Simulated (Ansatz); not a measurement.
Basis-set series for C2H5AlClF (`[F][AlH][CH2]CCl`). Total charge 0; spin multiplicity 1. The geometry is a stationary point of PBE0-D4/def2-TZVP. It is one conformer, not always the lowest.

| functional | basis | functions | energy (Eh) | HOMO (eV) | LUMO (eV) |
| --- | --- | --- | --- | --- | --- |
| PBE0-D4 | def2-SVP | 103 | -880.95255 | -7.90 | -1.03 |
| PBE0-D4 | def2-TZVPP | 247 | -881.41292 | -8.05 | -1.16 |
| ωB97M-V | def2-SVP | 103 | -881.29417 | -10.09 | 0.66 |
| ωB97M-V | def2-TZVPP | 247 | -881.75991 | -10.26 | 0.39 |

Question: Give the rows for def2-QZVPP. (Estimate.)

Answer: Ansatz gave: 
| functional | basis | functions | energy (Eh) | HOMO (eV) | LUMO (eV) |
| --- | --- | --- | --- | --- | --- |
| PBE0-D4 | def2-QZVPP | 461 | -881.44489 | -8.09 | -1.23 |
| ωB97M-V | def2-QZVPP | 461 | -881.79053 | -10.30 | 0.14 |

Positive LUMOs are unbound and depend on the basis.
